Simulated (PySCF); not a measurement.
## TeS: one state, many levels of theory

State: ³Σ⁻ (triplet), unpaired electrons π ↑↑. Set-up: basis Te def2-TZVPP with ECP28, S def2-TZVPP; scalar-relativistic core potentials; PySCF 2.14. De refers to Te + S in their high-spin ground configurations, without counterpoise correction. The functionals are run spin-unrestricted. A positive dipole means Te(−)S(+). Levels whose curve was spin-contaminated or gave no clean fit are not listed.

| Level | Re (Å) | ωe (cm⁻¹) | De (eV) | μ (D) | CPU s a point (SCF and correlation, without the integrals) |
| --- | --- | --- | --- | --- | --- |
| ROHF | 2.192 | 541 | 1.36 | -2.34 | 1.1 |
| ROHF-CCSD | 2.221 | 497 | 3.01 | n/a | n/a |
| ROHF-CCSD(T) | 2.236 | 477 | 3.32 | n/a | 130 |
| PBE | 2.251 | 461 | 4.08 | -1.54 | 2.1 |
| PBEsol | 2.237 | 472 | 4.40 | -1.49 | 2.3 |
| PW91 | 2.251 | 460 | 4.10 | -1.52 | 1.5 |
| BP86 | 2.256 | 456 | 4.04 | -1.52 | 2.2 |
| r²SCAN | 2.231 | 482 | 3.84 | -1.58 | 3 |
| PBE0 | 2.219 | 497 | 3.69 | -1.63 | 3.9 |
| B97-3 | 2.232 | 487 | 3.69 | -1.80 | 2.4 |
| CAM-B3LYP | 2.215 | 503 | 3.40 | -1.66 | 5.2 |

The bond length runs from 2.192 Å (ROHF) to 2.256 Å (BP86). De spans 1.36 eV (ROHF, mean field) to 4.40 eV (PBEsol, GGA). Correlation at CCSD(T) changes the Hartree–Fock bond energy by +1.96 eV; the triples alone change it by +0.31 eV.

Correlated steps freeze 9 core orbitals. These are scalar-relativistic numbers at best; spin–orbit coupling would shift them, the dissociation energy most. The state is the lowest determinant that a PBE0 search found; another state may lie lower at other levels.

The whole job (state search and all levels along the bond) took about 26 min on 1 thread of Arm Neoverse V1 (shared host), peak memory 2.8 GiB.
